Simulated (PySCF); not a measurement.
# Zn⁺ (zinc, charge +1): r2SCAN calculation

Configuration: [Ar] 3d10 4s1, 2S determinant. Computed with PySCF 2.14 in 6-31G* (5s4p2d1f, 34 functions), with the non-relativistic Hamiltonian (point nucleus).

```json
{"Total energy": "-1778.684 hartree", "One-electron energy": "-2473.619 hartree", "Hartree (Coulomb) energy": "765.923 hartree", "Exchange-correlation energy": "-70.988 hartree", "Kinetic energy": "1776.30996 hartree", "⟨S²⟩": "0.7502", "⟨L²⟩": "0.000", "Sum of ⟨r⟩": "18.56 bohr", "Sum of ⟨r²⟩": "21.75 bohr²", "Density at the nucleus (Gaussians lack the cusp)": "17400 bohr⁻³", "Spin density at the nucleus": "5.36 bohr⁻³", "Langevin diamagnetic susceptibility": "-17.2 ×10⁻⁶ cm³/mol", "Time after the integrals": "0.63 s of wall time on 1 thread of Neoverse-V1 (shared host)"}
```

```tsv
shell	electrons	mean orbital energy (eV)	rms radius, mean of both spins (bohr)
1s α	1	-9441.8	0.0592
1s β	1	-9441.7	0.0592
2s β	1	-1151.5	0.249
2s α	1	-1151.4	0.249
2p β	3	-1014.2	0.221
2p α	3	-1014.2	0.221
3s α	1	-136.95	0.743
3s β	1	-136.92	0.743
3p α	3	-92.745	0.783
3p β	3	-92.697	0.783
3d α	5	-18.043	0.965
3d β	5	-17.859	0.965
4s α	1	-13.723	2.69
```
